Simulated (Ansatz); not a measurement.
H₉Si₄, doublet, geometry from GFN2-xTB. Base run: Ansatz (a quantum-chemistry and plane-wave program) with PBE/3-21G.

Here is a job for Ansatz.
Ansatz 0.2 input:
```yaml
crystal:
  periodic: [false, false, false]
  atoms:
    - {symbol: Si, position_ang: [-0.08763084, 2.26285489, -0.27985363]}
    - {symbol: Si, position_ang: [-0.04621024, -0.01951048, -0.46716994]}
    - {symbol: Si, position_ang: [-1.84101328, -1.23982797, 0.39113207]}
    - {symbol: Si, position_ang: [1.99710993, -0.86192813, 0.24454760]}
    - {symbol: H, position_ang: [-1.30277207, 3.04123277, -0.54643716]}
    - {symbol: H, position_ang: [0.48262394, 2.89054905, 0.91755976]}
    - {symbol: H, position_ang: [-0.10284730, -0.23965091, -1.93922649]}
    - {symbol: H, position_ang: [-1.84764775, -2.67196456, 0.07968125]}
    - {symbol: H, position_ang: [-3.11411959, -0.70240098, -0.09560459]}
    - {symbol: H, position_ang: [-1.86990566, -1.12562137, 1.85282769]}
    - {symbol: H, position_ang: [2.12341897, -2.30776778, 0.05298460]}
    - {symbol: H, position_ang: [3.13661569, -0.25179273, -0.43895756]}
    - {symbol: H, position_ang: [2.18305550, -0.61482015, 1.67598739]}
basis:
  gaussian:
    orbitals: 3-21G.json
hamiltonian:
  xc: pbe
magnetization: {spin_polarized: true, initial_magnetization: 1}
```
The basis file holds 3-21G in the JSON format of the Basis Set Exchange.

The bond that is stretched is that between atoms 8 and 3. A test that says stable can miss a lower solution.

Each row names what was changed in the base input (with any setting that the change needs).

| change | ΔE vs base (mEh) | <S^2> | stability test says |
|---|---|---|---|
| base | 0.000 | 0.752 | minimum |
| spin_polarized = on; lower_state_search = off | 0.000 | 0.752 | undecided (no full test) |
| spin_polarized = on; lower_state_search = standard | 0.000 | 0.752 | minimum |
| bond × 1.25 | 18.527 | 0.752 | minimum |
| spin_polarized = on; lower_state_search = off; bond × 1.25 | 18.527 | 0.752 | undecided (no full test) |
| spin_polarized = on; lower_state_search = standard; bond × 1.25 | 18.527 | 0.752 | minimum |
| bond × 1.5 | 56.764 | 0.753 | minimum |
| spin_polarized = on; lower_state_search = off; bond × 1.5 | 56.764 | 0.753 | undecided (no full test) |
| spin_polarized = on; lower_state_search = standard; bond × 1.5 | 56.764 | 0.753 | minimum |
| bond × 1.8 | 98.036 | 0.842 | minimum |
| spin_polarized = on; lower_state_search = off; bond × 1.8 | 98.036 | 0.842 | undecided (no full test) |
| spin_polarized = on; lower_state_search = standard; bond × 1.8 | 98.036 | 0.842 | minimum |
| bond × 2.2 | 121.6 | 1.246 | minimum |
| spin_polarized = on; lower_state_search = off; bond × 2.2 | 121.6 | 1.246 | undecided (no full test) |
| spin_polarized = on; lower_state_search = standard; bond × 2.2 | 121.6 | 1.246 | minimum |
| bond × 3.0 | 127.8 | 1.292 | minimum |
| spin_polarized = on; lower_state_search = off; bond × 3.0 | 128.1 | 1.289 | undecided (no full test) |
| spin_polarized = on; lower_state_search = standard; bond × 3.0 | 127.8 | 1.292 | minimum |

On stretching, the SCF can end on different states; <S^2> shows the spin contamination of each.
